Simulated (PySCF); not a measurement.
# Badger's rule along the third period: bonds to Rb

r²SCAN in PySCF with def2-SVPD on every atom (core potentials on Rb), for the lowest determinant that a PBE0 search found; no spin–orbit coupling. Badger's rule says that Re = d + c·k^(−1/3) for bonds between atoms of fixed rows.

```json
{"molecule": "RbCl", "state (unpaired electrons)": "singlet (closed shell)", "Re (Å)": "2.872", "k (mdyn/Å)": "0.725"}
{"molecule": "RbS", "state (unpaired electrons)": "doublet (π ↑)", "Re (Å)": "3.026", "k (mdyn/Å)": "?"}
{"molecule": "RbP", "state (unpaired electrons)": "triplet (π ↑↑)", "Re (Å)": "3.220", "k (mdyn/Å)": "?"}
{"molecule": "RbSi", "state (unpaired electrons)": "quartet (σ ↑, π ↑↑)", "Re (Å)": "3.237", "k (mdyn/Å)": "0.369"}
```

Fix c and d from RbCl and RbSi.

c = (3.237 − 2.872)/(0.369^(−1/3) − 0.725^(−1/3)) = 1.299, d = 2.872 − c·0.725^(−1/3) = 1.426 Å.

Predict k of the others and set the computed values beside them.



| molecule | k by the rule | k computed | difference (%) |
| --- | --- | --- | --- |
| RbS | 0.535 | 0.578 | -7 |
| RbP | 0.380 | 0.396 | -4 |

The rule misses by 6 % on average, well for two fitted constants.

States were picked by a PBE0 search and need not be the measured ground states.
